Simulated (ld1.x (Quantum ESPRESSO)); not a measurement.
Tc, RRKJ: configuration errors across variants

```
Element                 : technetium (Tc)
Generator               : ld1.x (Quantum ESPRESSO) 7.5
Type                    : norm-conserving RRKJ (Kleinman–Bylander form)
Functional              : PBE
Relativity              : scalar-relativistic
Frozen core             : [Kr]
Valence charge          : 7
Reference configuration : 4d5 5s1 5p1
Partial waves           : 5s (bound): rc 2.50 bohr; 5p (bound): rc 3.90 bohr; 4d (bound): rc 1.95 bohr
Local potential         : the d channel
Core correction         : none
rho0                    : 0.001
```

All-electron excitation energies from the reference (eV): (1) 4d5 5s2 5p0 -3.754; (2) 4d5 5s1 5p0 4.399; (3) 4d5 5s0 5p0 19.250; (4) 4d4 5s0 5p0 47.956; (5) 4d5 5s1.5 5p0 -0.472; (6) 4d4 5s2 5p0 7.888.

Tests that are not counted but printed errors over 1 eV. “base”: 4d4 5s2 5p1 (solver errors, printed error -1.5 eV). “wave 4d (bound): rc 1.95 bohr becomes 4d (bound): rc 1.62 bohr”: 4d4 5s2 5p1 (solver errors, printed error -2.6 eV). “core correction a·sin(br)/r model core inside 2.26 bohr”: 4d4 5s2 5p1 (solver errors, printed error -2.6 eV). “wave 5s (bound): rc 2.50 bohr becomes 5s (bound): rc 3.42 bohr”: 4d4 5s2 5p1 (solver errors, printed error -1.4 eV).

5 further variants failed, have other tests or another functional or relativity, and are left out.

A true bound ghost makes a file unfit for plane-wave use even where its test errors are small: the radial tests pick states by their node count and pass the ghost by. Where a test does run into it, the solver fails or the error is huge.

Errors AE − PS in meV (a dash: test not solved or not reliable):

| change | (1) | (2) | (3) | (4) | (5) | (6) | bound ghosts |
| --- | --- | --- | --- | --- | --- | --- | --- |
| base | +2.1 | +2.8 | +66 | +193 | +0.1 | -47 | s, p |
| wave 4d (bound): rc 1.95 bohr becomes 4d (bound): rc 1.62 bohr | +2.0 | +2.7 | +65 | +196 | +0.1 | -47 | s, p |
| wave 5p (bound): rc 3.90 bohr becomes 5p (bound): rc 5.32 bohr | +11 | -1.6 | +41 | +111 | +3.5 | -77 | s, p |
| core correction a·sin(br)/r model core inside 2.26 bohr | -2.0 | -2.4 | -6.0 | +0.8 | -1.7 | -61 | s, p |
| local potential all-electron potential smoothed inside 3.60 bohr (lloc = -1) | +1.1 | +2.4 | +62 | +75 | -0.1 | -76 | none |
| wave 5s (bound): rc 2.50 bohr becomes 5s (bound): rc 3.42 bohr | +0.2 | +2.6 | +65 | +156 | -1.4 | -8.9 | s, p |

Problem. Give the same row for: type PAW; waves now 5s (bound): rcut 2.15, rcutus 2.50 bohr; 5s channel at 3.75 Ry: rcut 2.15, rcutus 2.50 bohr; 5p (bound): rcut 3.40, rcutus 3.90 bohr; 5p channel at 1.4 Ry: rcut 3.40, rcutus 3.90 bohr; 4d (bound): rcut 1.70, rcutus 1.95 bohr; 4d channel at 1.15 Ry: rcut 1.70, rcutus 1.95 bohr; local potential all-electron potential smoothed inside 1.90 bohr (lloc = -1); core correction a·sin(br)/r model core, default radius (ld1.x builds one for every PAW set, though the input has nlcc=.false.); augmentation PSQ, inside the norm-conserving radii; rho0 0.

Solution. +1.5, +1.3, +29, -163, +0.2, -71; bound ghosts: s.
